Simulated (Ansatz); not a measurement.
Ansatz (a quantum-chemistry and plane-wave program) input (RI-MP2/cc-pVTZ):
A basis named .json is the Basis Set Exchange file of that set.

Ansatz 0.2 input:
```yaml
crystal:
  periodic: [false, false, false]
  atoms:
    - {symbol: C, position_ang: [-1.95560235, 0.25337585, 0.24701673]}
    - {symbol: C, position_ang: [-1.45253830, -1.01364114, 0.29310163]}
    - {symbol: O, position_ang: [-0.12057268, -1.01670596, 0.10939571]}
    - {symbol: C, position_ang: [0.26143443, 0.30043605, -0.06351704]}
    - {symbol: C, position_ang: [-0.84492690, 1.10282181, 0.01611429]}
    - {symbol: C, position_ang: [1.63512761, 0.64088639, -0.28432126]}
    - {symbol: O, position_ang: [2.60561422, -0.03822437, -0.35642888]}
    - {symbol: H, position_ang: [-2.98731377, 0.53657440, 0.36369533]}
    - {symbol: H, position_ang: [-1.91264689, -1.97544338, 0.44438956]}
    - {symbol: H, position_ang: [-0.84133864, 2.17503783, -0.08218574]}
basis:
  gaussian:
    orbitals: cc-pVTZ
    fitting: {mean_field: def2-universal-jkfit, correlation: cc-pVTZ-RIFIT.json}
magnetization: {spin_polarized: true, initial_magnetization: 1}
correlation: {method: mp2, electrons: outside_noble_gas}
```

Output:

```
Functional definition: HF
integrals: 0.33 GiB planned
583 factors; integrals over basis functions are off by at most 9.0e-1 eV
657 factors; integrals over basis functions are off by at most 6.9e-1 eV
mean field: 1.08 GiB planned
mean field evaluation 1: about -9270.7118 eV, gradient 2.9e1 eV
mean field evaluation 2: about -9273.7578 eV, gradient 1.9e1 eV
mean field evaluation 4: about -9275.0690 eV, gradient 1.4e0 eV
mean field evaluation 8: about -9275.0908 eV, gradient 1.7e-1 eV
mean field evaluation 16: about -9275.1352 eV, gradient 2.1e-2 eV
mean field evaluation 32: about -9275.0781 eV, gradient 6.4e-2 eV
mean field -9275.13527024 eV, -340.8549342690 hartree, gradient 2.9e-6 eV, S^2 1.018045; 2 other end points of the search recorded, 0 dependent functions left out
7 core orbitals not correlated
reference -9275.13527024 eV, -340.8549342690 hartree; 18, 17 occupied and 227, 228 virtual orbitals, 657 factors
second order -32.55632637 eV of doubles, -0.00000000 eV of singles
Total energy: -9307.69159662 eV, -342.0513571957 hartree
```

It need not be the lowest isomer of its formula.

The determinant is spin-contaminated: <S^2> is 1.02 against 0.75 for a pure state.
